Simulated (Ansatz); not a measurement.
Mulliken charges of `C=NBC` from B3LYP/def2-TZVPP in Ansatz (PBE0-D4/def2-TZVP geometry).

```
atom   x (Å)   y (Å)   z (Å)  charge (e)
  C1  -1.212   0.915  -1.430      -0.098
  N2  -0.384   0.214  -0.829       0.036
  B3   0.524  -0.555  -0.172      -0.101
  C4   0.741  -0.449   1.383      -0.318
  H5  -0.944   1.892  -1.844       0.108
  H6  -2.246   0.585  -1.573       0.108
  H7   1.154  -1.323  -0.848       0.001
  H8   0.562  -1.422   1.852       0.092
  H9   0.103   0.291   1.868       0.080
 H10   1.786  -0.200   1.598       0.092
```

Problem. By hand: the dipole of these point charges (1 e Å = 4.8032 D).

Solution. Σ q r = (-0.303, 0.257, -0.215) e Å, of length 0.452 e Å = 2.17 D.

Problem. How does the dipole of the full density compare? (Estimate.)

Solution. The calculation gave: (-0.243, 0.219, -0.111) e Å, 1.66 D; the point charges give 1.31 times that, at 10° from its direction.

Point charges leave out the atoms' own dipoles, such as those of lone pairs, and Mulliken's split depends on the basis, so the two needn't agree.

B3LYP here is the variant with VWN-RPA as its local correlation; programs differ in this.
